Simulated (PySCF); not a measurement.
Calculation: TPSSh-D3(BJ)/def2-TZVP in PySCF. All species are isolated molecules in the gas phase. 

Reference species (SMILES): `[Br][GaH2]` (neutral, multiplicity 1).

* **dipole moment**: 1.83 D

Changed species: `[GaH3]` (whole molecule; the reference has whole molecule).

### Question
Give the shifts of the dipole moment.

### Answer
the dipole moment decreases by 1.83 D, to 0.00 D.
